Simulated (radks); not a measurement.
Values are calculated unless marked as measured or tabulated.
Numerical settings for neutral bromine, [Ar] 3d10 4s2 4p5. Code: a radial shooting solver on a logarithmic mesh with Libxc functionals. Model: Dirac Kohn-Sham, LDA (Slater exchange, Perdew-Wang correlation), spin-unpolarised, spherical densities, point nucleus; open shells fill j = l - 1/2 first. The defaults (mesh step 0.008 in ln r, mesh end at 40 bohr or more with all orbitals vanishing there, Anderson mixing 0.5 over 9 steps, residual threshold near 1e-9 with the energy settled to 1e-9 hartree or 1e-11 of itself, here a cap of 81 iterations) give E = -2603.2998 hartree and 4p3/2 at -7.813 eV in 14 iterations. Run on one thread of a shared host, so times are rough (Arm Neoverse V1): 0.11 s of CPU time, 0.11 s wall, 14 iterations on 2669 mesh points. Changes against that run (0 stands for a change within the tolerance of the run):

setting                    iterations  converged  E (mhartree)  e(4p3/2) (meV)  CPU (s)
mesh step in ln r 0.03             14        yes     +0.000361               0     0.04
mesh step in ln r 0.08             81         no          -844       -2.52e+04     0.18
mesh step in ln r 0.012            14        yes             0               0     0.08
mesh end (bohr) 20                 14        yes             0               0     0.11
mesh end (bohr) 8                  14        yes        +0.502           +32.2     0.11
residual threshold 1e-13           21        yes             0               0     0.14
residual threshold 0.1              9        yes             0           +1.75     0.09
mixing 0.05                        23        yes             0               0     0.18
linear mixing, mixing 0.5          30        yes             0               0     0.19
linear mixing, mixing 0.2          81         no             0               0     0.44
mixing history 3                   16        yes             0               0     0.12
iteration cap 3                     3         no         +6.13            -460     0.03

No run marked as converged misses the energy by more than 1 mhartree. A mesh that ends early acts as a hard wall.
